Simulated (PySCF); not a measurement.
Field gradients at the hydrogen positions

Compound: C3H10F3PSi2.
Structure used (GFN2-xTB), in Å, numbered top down from 1:
```xyz
19
C3H10F3PSi2 angstrom
F     -0.4686   -2.4026    0.3258
C     -1.5047   -1.6190   -0.0239
F     -2.2430   -1.4632    1.0855
F     -2.2498   -2.3507   -0.8706
C     -1.0766   -0.3047   -0.6379
C     -0.4279    0.6381    0.3703
Si    -0.2424    2.3761   -0.4082
Si     1.2393   -0.0305    1.0361
P      2.3639   -0.7258   -0.7731
H     -1.9781    0.1365   -1.0727
H     -0.3840   -0.5404   -1.4515
H     -1.1043    0.7356    1.2231
H      0.1886    3.3003    0.6381
H     -1.5536    2.7821   -0.9230
H      0.7227    2.3217   -1.5045
H      1.0478   -1.0453    2.0767
H      1.9742    1.0897    1.6356
H      2.1027   -2.0709   -0.6013
H      3.5839   -0.8176   -0.1318
```

Level: PBE0/pcSseg-1 (PySCF, non-relativistic); Q(2H) = 0.00286 b; rigid geometry, the same for H and D, with no vibrational averaging.

Question: Rank these positions by the coupling χzz of a deuteron there, largest first.
A. H12 (methine hydrogen)
B. H16 (Si–H hydrogen)
C. H19 (P–H hydrogen)
D. H11 (methylene hydrogen)

Answer: A (207 kHz), D (195 kHz), C (147 kHz), B (108 kHz).

Question: What are Vzz, η and χzz (234.96 MHz × Q × Vzz) at all hydrogens?

Answer: 
```csv
atom,bonded to,bond length (Å),Vzz (au),η,χzz (kHz)
H10,C5,1.094,0.2934,0.06,197
H11,C5,1.094,0.2902,0.03,195
H12,C6,1.093,0.3081,0.05,207
H13,Si7,1.461,0.1645,0.01,111
H14,Si7,1.466,0.1605,0.02,108
H15,Si7,1.462,0.1630,0.01,110
H16,Si8,1.466,0.1606,0.02,108
H17,Si8,1.468,0.1599,0.01,107
H18,P9,1.381,0.2167,0.07,146
H19,P9,1.381,0.2184,0.07,147
```

Question: Average by the element that carries the hydrogen.

Answer: on C: 200 kHz over 3 positions, mean bond length 1.094 Å; on Si: 109 kHz over 5 positions, mean bond length 1.464 Å; on P: 146 kHz over 2 positions, mean bond length 1.381 Å.

Question: A static deuteron (I = 1) shows a doublet split by (3/2)χ, (3/4)χ(1 + η) and (3/4)χ(1 − η) with the field along z, y and x of the gradient. What are these for H17?

Answer: With |χ| = 107.4 kHz and η = 0.015: 161, 82 and 79 kHz, to first order and without motion.

Geometry: GFN2-xTB, one conformer, isolated molecule. GFN2-xTB bond lengths can be off by several hundredths of an ångström, more for odd bonds, and the gradients follow them. These gradients aren't converged with respect to the basis.
